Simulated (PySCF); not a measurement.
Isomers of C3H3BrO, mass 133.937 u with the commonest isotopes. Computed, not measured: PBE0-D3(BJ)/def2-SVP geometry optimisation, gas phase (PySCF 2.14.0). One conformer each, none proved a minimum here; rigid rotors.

**Question.** Order these by dipole moment, smallest first.
A. `[CH2:1]=[C:2]([Br:3])[CH:4]=[O:5]` with C1–C2–C4–O5 -1°
B. `[O:1]=[CH:2]/[CH:3]=[CH:4]\[Br:5]` with O1–C2–C3–C4 180°
C. `[OH:1][C@H:2]1[CH:3]=[C:4]1[Br:5]` with H–O1–C2–C3 -172°
D. `[O:1]=[C:2]=[CH:3][CH2:4][Br:5]` with C2–C3–C4–Br5 -100°

**Answer.** C (1.27 D), A (1.48 D), D (1.85 D), B (2.69 D).

**Question.** Order these by rotational constant B, largest first.
A. `[O:1]=[C:2]=[CH:3][CH2:4][Br:5]` with C2–C3–C4–Br5 -100°
B. `[CH2:1]=[C:2]([Br:3])[CH:4]=[O:5]` with C1–C2–C4–O5 -1°
C. `[OH:1][C@H:2]1[CH:3]=[C:4]1[Br:5]` with H–O1–C2–C3 -172°
D. `[O:1]=[CH:2]/[CH:3]=[CH:4]\[Br:5]` with O1–C2–C3–C4 180°

**Answer.** B (1744 MHz), C (1540 MHz), D (1352 MHz), A (1189 MHz).

**Question.** Order these by out-of-plane moment Σ m c² = (Ia + Ib − Ic)/2, smallest first.
A. `[OH:1][C@H:2]1[CH:3]=[C:4]1[Br:5]` with H–O1–C2–C3 -172°
B. `[O:1]=[CH:2]/[CH:3]=[CH:4]\[Br:5]` with O1–C2–C3–C4 180°
C. `[O:1]=[C:2]=[CH:3][CH2:4][Br:5]` with C2–C3–C4–Br5 -100°

**Answer.** B (0.00 u·Å²), A (7.42 u·Å²), C (9.93 u·Å²).

```json
{"SMILES": "O=C/C=C\\Br", "point group": "Cs", "Ia (u·Å²)": "44.14", "Ib (u·Å²)": "373.84", "Ic (u·Å²)": "417.97", "κ": "-0.97", "μa (D)": "2.23", "μb (D)": "1.51", "μc (D)": "0.01"}
{"SMILES": "C=C(Br)C=O", "point group": "Cs", "Ia (u·Å²)": "60.97", "Ib (u·Å²)": "289.75", "Ic (u·Å²)": "350.72", "κ": "-0.91", "μa (D)": "1.14", "μb (D)": "0.95", "μc (D)": "0.02"}
{"SMILES": "O[C@H]1C=C1Br", "point group": "C1", "Ia (u·Å²)": "49.71", "Ib (u·Å²)": "328.24", "Ic (u·Å²)": "363.11", "κ": "-0.97", "μa (D)": "0.43", "μb (D)": "0.09", "μc (D)": "1.19"}
{"SMILES": "O=C=CCBr", "point group": "C1", "Ia (u·Å²)": "42.62", "Ib (u·Å²)": "425.19", "Ic (u·Å²)": "447.96", "κ": "-0.99", "μa (D)": "0.85", "μb (D)": "1.64", "μc (D)": "0.01"}
```
